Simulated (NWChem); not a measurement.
System meant: C₂H₆ClY; SMILES [CH3][Y]([CH3])[Cl]

Here is an NWChem input.

```
start job
memory heap 200 mb stack 900 mb global 1100 mb
geometry units angstroms noautoz
  Y     -0.006459     0.010768     0.016802
  Cl     0.043486    -2.456393    -0.038383
  C     -1.904863     1.064920    -0.819319
  H     -2.423672     0.457177    -1.584998
  H     -1.651684     2.029392    -1.301164
  H     -2.669155     1.290789    -0.048951
  C      1.902871     1.127431    -0.705178
  H      1.909374     2.195172    -0.408526
  H      1.945737     1.126647    -1.812561
  H      2.860199     0.692056    -0.362613
end
basis spherical
  Y library def2-svp
  Cl library def2-svp
  C library def2-svp
  H library def2-svp
end
ecp
  Y library def2-ecp
end
dft
  xc xpbe96 cpbe96
  iterations 4
  mulliken
end
task dft energy
```

End of the output:

```
    Atom       Charge   Shell Charges
 -----------   ------   -------------------------------------------------------
    1 Y   11    10.73   0.00  0.84  1.06  0.38  0.12  5.01  1.15  0.27  1.07  0.67  0.17
    2 Cl  17    16.95   2.00  1.96  1.03  0.75  5.82  2.26  3.12  0.01
    3 C    6     6.33   1.96  0.60  0.36  1.87  1.49  0.04
    4 H    1     0.94   0.61  0.26  0.07
    5 H    1     0.95   0.61  0.26  0.07
    6 H    1     0.95   0.61  0.27  0.07
    7 C    6     6.33   1.96  0.60  0.36  1.87  1.49  0.04
    8 H    1     0.95   0.61  0.27  0.07
    9 H    1     0.94   0.61  0.26  0.07
   10 H    1     0.95   0.61  0.26  0.07

 center of mass
 --------------
 x =  -0.00024172 y =  -0.11325541 z =   0.06833413

 moments of inertia (a.u.)
 ------------------
         907.095428438925           0.000000000000           0.000000000000
           0.000000000000         473.252381042452           0.000000000001
           0.000000000000           0.000000000001        1281.659768749246

     Multipole analysis of the density
     ---------------------------------

     L   x y z        total         alpha         beta         nuclear
     -   - - -        -----         -----         ----         -------
     0   0 0 0     -0.000000    -23.000000    -23.000000     46.000000

     1   1 0 0     -0.009588     -0.016050     -0.016050      0.022513
     1   0 1 0      0.839878      7.133395      7.133395    -13.426912
     1   0 0 1      1.130644      7.256460      7.256460    -13.382276

     2   2 0 0    -40.792019   -154.157442   -154.157442    267.522865
     2   1 1 0      0.027003      0.076204      0.076204     -0.125405
     2   1 0 1     -0.048296      0.025810      0.025810     -0.099916
     2   0 2 0    -43.889623   -245.575358   -245.575358    447.261093
     2   0 1 1      1.016729      8.859799      8.859799    -16.702870
     2   0 0 2    -32.601853    -28.795450    -28.795450     24.989046

 ------------------------------------------------------------------------
 dft energy failed                                                                                  0
 ------------------------------------------------------------------------
 ------------------------------------------------------------------------
  current input line :
    29: task dft energy
 ------------------------------------------------------------------------
 ------------------------------------------------------------------------
 This type of error is most commonly associated with calculations not reaching convergence criteria
 ------------------------------------------------------------------------
 For more information see the NWChem manual at https://nwchemgit.github.io

0:dft energy failed:Received an Error in Communication
```

Problem. Find the fault in this run and fix the input.

Solution. Convergence was not reached. Cause: the SCF was allowed too few iterations. This input runs:
```
start job
memory heap 200 mb stack 900 mb global 1100 mb
geometry units angstroms noautoz
  Y     -0.006459     0.010768     0.016802
  Cl     0.043486    -2.456393    -0.038383
  C     -1.904863     1.064920    -0.819319
  H     -2.423672     0.457177    -1.584998
  H     -1.651684     2.029392    -1.301164
  H     -2.669155     1.290789    -0.048951
  C      1.902871     1.127431    -0.705178
  H      1.909374     2.195172    -0.408526
  H      1.945737     1.126647    -1.812561
  H      2.860199     0.692056    -0.362613
end
basis spherical
  * library def2-svp
end
ecp
  Y library def2-ecp
end
dft
  xc xpbe96 cpbe96
  iterations 150
  mulliken
end
task dft energy
```
It converges to -577.89528 Ha (PBE/def2-SVP with def2 effective core potentials on Y).
